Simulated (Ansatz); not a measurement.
One change: `[AlH2]/[CH]=C1/C[SiH2]1` becomes `F/C=C1/C[SiH2]1`.

Ansatz, PBE0-D4/def2-TZVP geometries, multiplicity 1. 

```
                                        property  `[AlH2]/[CH]=C1/C[SiH2]1`
size of the dipole moment (B3LYP/def2-TZVPP) / D                       1.22
  size of the dipole moment (PBE/def2-TZVPP) / D                       1.31
             HOMO–LUMO gap (PBE/def2-TZVPP) / eV                       3.32
           LUMO energy (ωB97M-V/def2-TZVPP) / eV                       0.00
            HOMO–LUMO gap (PBE0/def2-TZVPP) / eV                       5.29
           HOMO energy (ωB97M-V/def2-TZVPP) / eV                      -9.18
```

Question: Give the same properties after the change, and the shifts. (Estimate.)

Answer: Ansatz gave: 
| property | `F/C=C1/C[SiH2]1` | shift |
| --- | --- | --- |
| size of the dipole moment (B3LYP/def2-TZVPP) / D | 1.61 | 0.39 |
| size of the dipole moment (PBE/def2-TZVPP) / D | 1.47 | 0.16 |
| HOMO–LUMO gap (PBE/def2-TZVPP) / eV | 4.80 | 1.48 |
| LUMO energy (ωB97M-V/def2-TZVPP) / eV | 1.63 | 1.63 |
| HOMO–LUMO gap (PBE0/def2-TZVPP) / eV | 6.94 | 1.65 |
| HOMO energy (ωB97M-V/def2-TZVPP) / eV | -9.61 | -0.43 |

With PBE0 the HOMO falls by 0.36 eV and the LUMO rises by 1.29 eV, so the gap widens by about 1.65 eV. PBE moves the HOMO by -0.31 eV and ωB97M-V by -0.43 eV. Dipoles are sizes alone; their direction can turn.

B3LYP here is the variant with VWN-RPA as its local correlation; programs differ in this.
